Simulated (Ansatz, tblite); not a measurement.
Spin states of the cluster Sn₄Se₄, each relaxed with PBE-D4/def2-SVP in Ansatz. Electronic energies in the gas phase.

In the def2 sets Sn takes a core potential, while STO-3G treats all electrons; there is no spin–orbit coupling. The xTB rows come from tblite. Correlated methods freeze 52 core orbitals; core or outer-core shells of Sn, Se are correlated, in sets that lack core-valence functions. The structure comes from a short search, and lower isomers may exist.

Singlet geometry (Td within 0.1 Å):

```xyz
8

Sn    1.128    1.646   -1.255
Sn   -1.038    1.005    1.862
Sn   -1.635   -1.032   -1.348
Sn    1.544   -1.619    0.741
Se    1.702    1.074    1.403
Se   -1.174   -1.714    1.306
Se   -1.607    1.686   -0.771
Se    1.080   -1.047   -1.938
```

Triplet geometry (C2 within 0.1 Å):

Cartesian coordinates in Å:
```
Sn -1.733 0.594 1.369
Sn 2.265 -0.117 1.083
Sn 0.100 -2.161 -0.740
Sn -0.589 1.727 -1.729
Se 0.401 2.138 0.806
Se 1.669 -0.151 -1.604
Se 0.020 -1.533 1.910
Se -2.133 -0.497 -1.095
```

Quintet geometry (D2d within 0.1 Å):

```xyz
8

Sn   -1.701    1.314    1.311
Sn    0.370   -0.273   -2.481
Sn    2.075    1.300    0.591
Sn   -0.744   -2.342    0.578
Se   -2.018   -0.474   -0.903
Se    1.757   -1.357   -0.429
Se   -0.052    2.078   -0.893
Se    0.314   -0.246    2.227
```

⟨S²⟩: triplet 2.01 at PBE0-D4/def2-SVP (pure 2.00), quintet 6.02 at PBE0-D4/def2-SVP (pure 6.00).

Only these spin states were relaxed.

Problem. Estimate which spin state lies lowest at each of these levels, and by how much: GFN1-xTB; GFN2-xTB; HF/STO-3G; HF/def2-SVP; PBE-D4/def2-SVP; PBE0-D4/def2-SVP; MP2/def2-SVP.

Solution. 
| level | triplet − singlet (kJ/mol) | quintet − singlet (kJ/mol) | lowest of these |
| --- | --- | --- | --- |
| GFN1-xTB | 253.8 | 584.5 | singlet |
| GFN2-xTB | 253.2 | 538.9 | singlet |
| HF/STO-3G | 287.0 | 615.3 | singlet |
| HF/def2-SVP | 282.3 | 511.1 | singlet |
| PBE-D4/def2-SVP | 177.5 | 379.9 | singlet |
| PBE0-D4/def2-SVP | 205.1 | 426.9 | singlet |
| MP2/def2-SVP | 204.3 | 459.5 | singlet |

The xTB methods have no spin-polarisation term.
